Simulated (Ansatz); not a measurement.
Molecule: methoxy(trimethyl)germane, C4H12GeO (charge 0, singlet). SMILES: C[O][Ge]([CH3])([CH3])[CH3]
Coordinates optimised at B3LYP-D3(BJ)/def2-TZVP (Ansatz, an electronic-structure program):
```
Ge
O 1 1.8052
C 2 1.4107 1 119.79
H 3 1.0922 2 108.26 1 -180.00
H 3 1.0977 4 107.87 2 121.77
H 3 1.0977 4 107.87 5 116.46
C 1 1.9531 2 103.14 3 180.00
H 7 1.0897 1 109.93 2 -59.79
H 7 1.0897 8 108.67 1 -120.35
H 7 1.0906 8 108.81 9 -118.34
C 1 1.9648 2 108.51 3 -60.34
H 11 1.0900 1 110.13 2 -55.72
H 11 1.0901 12 108.74 1 -121.69
H 11 1.0910 12 108.65 13 -117.62
C 1 1.9648 2 108.51 3 60.34
H 15 1.0900 1 110.13 2 55.72
H 15 1.0901 16 108.74 1 121.69
H 15 1.0910 16 108.65 17 117.62
```
Charge 0, spin multiplicity 1.

Wanted: vertical ionisation energy (to the doublet state of charge +1; each state is the SCF solution reached for its spin), in eV. Correlated levels leave the core frozen unless marked. Open shells are spin-unrestricted. No spin-orbit coupling. Frozen are the shells of the preceding noble gas and the d and f shells that filled before the atom's block. Non-relativistic. 

```tsv
level	program	vertical ionisation energy (eV)
HF/aug-cc-pVDZ	Ansatz	8.28
HF/aug-cc-pVTZ	Ansatz	8.30
PBE/def2-TZVPD	Ansatz	8.76
r2SCAN/def2-TZVPD	Ansatz	8.90
BHLYP/def2-TZVPD	Ansatz	9.27
CAM-B3LYP/def2-TZVPD	Ansatz	9.36
wB97M-V/def2-TZVPD	Ansatz	9.40
wB97X-V/def2-TZVPD	Ansatz	9.41
B2PLYP/def2-TZVPD	Ansatz	9.38
MP2/aug-cc-pVDZ	Ansatz	9.94
RI-MP2/aug-cc-pVTZ	Ansatz	10.11
SCS-MP2/aug-cc-pVDZ	Ansatz	9.84
CCSD/aug-cc-pVDZ	Ansatz	9.43
CCSD(T)/aug-cc-pVDZ	Ansatz	9.43
```
